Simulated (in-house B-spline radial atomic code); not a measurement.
Ga⁸⁺. Computed with a B-spline radial atomic code. Model: all-electron spherical atom, spin shells full or empty, radial basis limit, no spin-orbit coupling, Breit or QED, empty-state partial waves extrapolated as (l+1/2)^-4, RPA, G0W0 and static COHSEX of the highest shell as one setting changes (uncorrelated shells keep exact exchange).

Empty levels are discrete states of a finite basis, so the steps are uneven.

Given: element Ga; charge 8; filled core Ar; hamiltonian one-electron scalar X2C; mean-field start r2SCAN; highest l of empty states 9; nuclear rms radius 3.9973 fm; lowest nl shells left uncorrelated 2; highest mean-field shell 3d up; box radius 7.7 bohr.

Shell: 3d 5 0 (electrons up and down).

```
highest empty level kept (hartree)  RPA correlation energy (hartree)  G0W0 level (eV)  G0W0 minus most complete (meV)  COHSEX level (eV)  linearised minus solved G0W0 (meV)
                                27                          -0.71845          -210.89                           854.7            -213.67                               -22.8
                                54                          -0.88948           -211.3                           452.5            -214.96                                 -24
                              94.5                           -1.0291          -211.48                             264            -215.51                               -24.7
                               162                                 ?                ?                               ?                  ?                                   ?
                               270                           -1.2028          -211.71                            39.5            -216.13                               -25.4
                               486                           -1.2427          -211.73                            13.3             -216.2                               -25.5
                               810                           -1.2635          -211.74                             4.4            -216.22                               -25.5
                              1620                            -1.276          -211.75                             0.9            -216.23                               -25.6
                              3240                           -1.2802          -211.75                             0.1            -216.23                               -25.6
                              6750                                 ?                ?                               ?                  ?                                   ?
                             16200                           -1.2814          -211.75                               0            -216.23                               -25.6
                             54000                           -1.2814          -211.75                               0            -216.23                               -25.6
```

Question: What follows for highest empty level kept = 6750?

Answer: RPA correlation energy -1.2812 hartree; G0W0 level -211.75 eV; G0W0 minus most complete 0 meV; COHSEX level -216.23 eV; linearised minus solved G0W0 -25.6 meV.

Question: What follows for highest empty level kept = 162?

Answer: RPA correlation energy -1.1362 hartree; G0W0 level -211.65 eV; G0W0 minus most complete 98 meV; COHSEX level -215.97 eV; linearised minus solved G0W0 -25.2 meV.
